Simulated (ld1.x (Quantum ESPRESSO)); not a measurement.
# Reading a pseudo-wave (Ho)

Columns: radius, all-electron u(r) and pseudo u(r) of the 4f shell (level -3.94 eV) of holmium in the configuration [Kr] 4d10 4f11 5s2 5p6 5d0 6s1.5 6p0.5; PBEsol, scalar-relativistic, RRKJ scheme, ld1.x (Quantum ESPRESSO) 7.5.

```tsv
r (bohr)	all-electron	pseudo
0.152	0.2629	0.0787
0.305	0.8261	0.6653
0.458	1.0820	1.1843
0.610	1.0768	1.1112
0.762	0.9675	0.9675
0.915	0.8342	0.8342
1.068	0.7083	0.7083
1.220	0.5995	0.5995
1.372	0.5075	0.5075
1.525	0.4302	0.4302
1.678	0.3661	0.3661
1.830	0.3131	0.3131
1.982	0.2689	0.2689
2.135	0.2317	0.2317
2.288	0.2005	0.2005
2.440	0.1744	0.1744
2.592	0.1524	0.1524
2.745	0.1335	0.1335
2.898	0.1175	0.1175
3.050	0.1039	0.1039
3.202	0.0922	0.0922
3.355	0.0820	0.0820
3.508	0.0731	0.0731
3.660	0.0655	0.0655
3.812	0.0587	0.0587
3.965	0.0527	0.0527
```

(1) How many radial nodes do the two functions have?

(2) At about which radius was the pseudo-wave matched?

(3) Where does each function peak?

(4) Is the pseudo-wave norm-conserving?

Answers

(1) The all-electron 4f function has n − l − 1 = 0; the pseudo-wave has 0.

(2) 0.75 bohr, where the columns begin to agree (steps of 0.15 bohr).

(3) Outermost all-electron maximum near 0.46 bohr, pseudo maximum near 0.46 bohr (to the table’s step).

(4) Yes: the RRKJ scheme keeps the norm inside the radius equal to the all-electron one, which fixes the energy derivative of the logarithmic derivative at the level.
